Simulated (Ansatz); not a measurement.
This geometry of CH₃NSSi (7 atoms, charge 0, multiplicity 1) is a first-order saddle point.

The calculation used RKS PBE0-D4/def2-SVP (Ansatz 0.2.0).

```xyz
7
Properties=species:S:1:pos:R:3
S -1.198 0.545 -1.903
C -0.377 -0.085 -0.447
N -0.776 -0.899 0.441
Si 0.953 -0.372 0.731
H -1.747 1.587 -1.242
H 1.197 0.540 1.876
H 2.010 -1.384 0.497
```

(1) Which two structures does it join? (They come from a converged band through this point; their orientation in space is the band's.)

(2) How far does it lie above each of them?

Answers

(1) No bond is made or broken. The dihedral H5–S1–C2–N3 goes from 0 to 180°.

First end point:

```xyz
7
Properties=species:S:1:pos:R:3
S -0.881 1.114 -1.718
C -0.269 0.214 -0.377
N -0.821 -0.559 0.485
Si 0.956 -0.411 0.773
H -2.173 0.732 -1.554
H 1.420 0.400 1.924
H 1.829 -1.557 0.422
```

Last end point:

```xyz
7
Properties=species:S:1:pos:R:3
S -1.760 0.634 -1.326
C -0.649 -0.028 -0.163
N -0.860 -0.825 0.815
Si 0.883 -0.375 0.706
H -0.831 1.346 -1.995
H 1.433 0.567 1.711
H 1.845 -1.387 0.207
```

(2) 0.41 eV above the first and 0.36 eV above the second. This is the barrier of this one path; another mechanism may lie lower.

The run took 110 s on 1 thread of Intel(R) Xeon(R) Processor @ 2.70GHz, on a shared host, peak memory 0.16 GiB.
